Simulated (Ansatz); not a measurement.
Basis-set extrapolation for C$_{2}$H$_{5}$ClOSi, SMILES `ClC1C[SiH2]O1` (PBE0-D4/def2-TZVP geometry, frozen core, Ansatz 0.2.0). Multiplicity 1, RHF reference.

```
                      def2-TZVPP   def2-QZVPP
                 HF  -902.041770  -902.070819
    MP2 correlation    -0.877805    -0.946813
CCSD(T) correlation    -0.961020      not run
```

Energies in hartree. Use E(X) = E(∞) + A·exp(−7.88·√X) for Hartree–Fock and E(X) = E(∞) + B·X^(−2.97) for correlation, with X = 3 and 4, and add CCSD(T) minus MP2 of the smaller set to the MP2 limit.

Question: What is the CCSD(T) energy at the basis-set limit?

Answer: HF limit: -902.070819 + (-0.029049) × 0.13774 = -902.07482. MP2 limit: -0.946813 + (-0.069008) × 0.74074 = -0.99793. Higher-order term: -0.961020 − (-0.877805) = -0.08322. Total: -903.15597 hartree, 4.17 eV below CCSD(T)/def2-TZVPP.
